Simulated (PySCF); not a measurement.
## `C=C[SiH2][Si@@H]([SiH3])Cl`: 4 charge schemes on one density

Species: C2H9ClSi3.
SMILES with atom numbers: `[CH2:1]=[CH:2][SiH2:3][Si@@H:4]([SiH3:5])[Cl:6]` (hydrogens: H7, H8 on C1; H9 on C2; H10, H11 on Si3; H12 on Si4; H13, H14, H15 on Si5)

Geometry (GFN2-xTB, Å), atoms numbered from 1 in this order:
```xyz
15
C2H9ClSi3 angstrom
C      1.5907    1.5637    0.4525
C      2.0612    0.5823   -0.3000
Si     1.2624   -1.1125   -0.5109
Si    -0.8532   -1.1048    0.4647
Si    -2.4475    0.4286   -0.2604
Cl    -1.6395   -2.9906    0.1906
H      2.0904    2.5164    0.5473
H      0.6761    1.4604    1.0168
H      2.9858    0.7540   -0.8377
H      1.2135   -1.3810   -1.9588
H      2.2094   -2.0986    0.0370
H     -0.7349   -1.0356    1.9340
H     -1.9048    1.7869   -0.1597
H     -3.6958    0.4189    0.5076
H     -2.8182    0.2198   -1.6619
```

Density: PBE0/pcSseg-1 (PySCF); schemes: Mulliken, IAO, Hirshfeld and ESP-fitted. Geometry: GFN2-xTB, one conformer, isolated molecule.

Q: Tabulate the Mulliken, IAO, Hirshfeld and ESP-fitted charges.

A: In e:

```json
{"atom": "C1", "environment": "terminal =CH2 carbon", "Mulliken": "-0.165", "IAO": "-0.277", "Hirshfeld": "-0.084", "ESP-fitted": "-0.370"}
{"atom": "C2", "environment": "alkene CH carbon", "Mulliken": "-0.472", "IAO": "-0.407", "Hirshfeld": "-0.136", "ESP-fitted": "-0.235"}
{"atom": "Si3", "environment": "SiH2 silicon", "Mulliken": "+0.467", "IAO": "+0.470", "Hirshfeld": "+0.243", "ESP-fitted": "+0.300"}
{"atom": "Si4", "environment": "chlorine-bound silicon", "Mulliken": "+0.101", "IAO": "+0.348", "Hirshfeld": "+0.192", "ESP-fitted": "+0.103"}
{"atom": "Si5", "environment": "SiH3 silicon", "Mulliken": "+0.250", "IAO": "+0.299", "Hirshfeld": "+0.215", "ESP-fitted": "+0.217"}
{"atom": "Cl6", "environment": "silicon-bound chlorine", "Mulliken": "-0.327", "IAO": "-0.321", "Hirshfeld": "-0.142", "ESP-fitted": "-0.186"}
{"atom": "H7", "environment": "vinylic hydrogen", "Mulliken": "+0.125", "IAO": "+0.154", "Hirshfeld": "+0.052", "ESP-fitted": "+0.175"}
{"atom": "H8", "environment": "vinylic hydrogen", "Mulliken": "+0.129", "IAO": "+0.133", "Hirshfeld": "+0.039", "ESP-fitted": "+0.181"}
{"atom": "H9", "environment": "vinylic hydrogen", "Mulliken": "+0.137", "IAO": "+0.157", "Hirshfeld": "+0.047", "ESP-fitted": "+0.159"}
{"atom": "H10", "environment": "Si–H hydrogen", "Mulliken": "-0.052", "IAO": "-0.100", "Hirshfeld": "-0.074", "ESP-fitted": "-0.078"}
{"atom": "H11", "environment": "Si–H hydrogen", "Mulliken": "-0.041", "IAO": "-0.093", "Hirshfeld": "-0.069", "ESP-fitted": "-0.066"}
{"atom": "H12", "environment": "Si–H hydrogen", "Mulliken": "+0.001", "IAO": "-0.090", "Hirshfeld": "-0.076", "ESP-fitted": "-0.025"}
{"atom": "H13", "environment": "Si–H hydrogen", "Mulliken": "-0.064", "IAO": "-0.100", "Hirshfeld": "-0.074", "ESP-fitted": "-0.072"}
{"atom": "H14", "environment": "Si–H hydrogen", "Mulliken": "-0.042", "IAO": "-0.085", "Hirshfeld": "-0.065", "ESP-fitted": "-0.049"}
{"atom": "H15", "environment": "Si–H hydrogen", "Mulliken": "-0.046", "IAO": "-0.089", "Hirshfeld": "-0.069", "ESP-fitted": "-0.054"}
```

Mean size of the charges over all atoms: IAO 0.208 e, Mulliken 0.161 e, ESP-fitted 0.151 e, Hirshfeld 0.105 e. Each set sums to the total charge, 0, to within 0.001 e. The IAO scheme projects the occupied orbitals on a minimal set of polarised atomic orbitals and counts the electrons in each atom's part of it.

Lowest charge. The schemes don't all agree: Mulliken C2 (-0.472); IAO C2 (-0.407); Hirshfeld Cl6 (-0.142); ESP-fitted C1 (-0.370).

Highest charge. All schemes agree: Mulliken Si3 (+0.467); IAO Si3 (+0.470); Hirshfeld Si3 (+0.243); ESP-fitted Si3 (+0.300).

Q: How closely do the schemes follow one another over all atoms?

A: Correlation coefficient and root-mean-square difference: IAO with Hirshfeld 0.96, 0.132 e; Mulliken with IAO 0.94, 0.082 e; IAO with ESP-fitted 0.92, 0.104 e; Mulliken with ESP-fitted 0.89, 0.101 e; Mulliken with Hirshfeld 0.87, 0.127 e; Hirshfeld with ESP-fitted 0.84, 0.102 e.

Q: Sum the charges by element, for elements with more than one atom.

A: 
```json
{"element": "C", "atoms": "2", "Mulliken": "-0.637", "IAO": "-0.684", "Hirshfeld": "-0.219", "ESP-fitted": "-0.605"}
{"element": "Si", "atoms": "3", "Mulliken": "+0.818", "IAO": "+1.117", "Hirshfeld": "+0.650", "ESP-fitted": "+0.619"}
{"element": "H", "atoms": "9", "Mulliken": "+0.146", "IAO": "-0.112", "Hirshfeld": "-0.289", "ESP-fitted": "+0.172"}
```
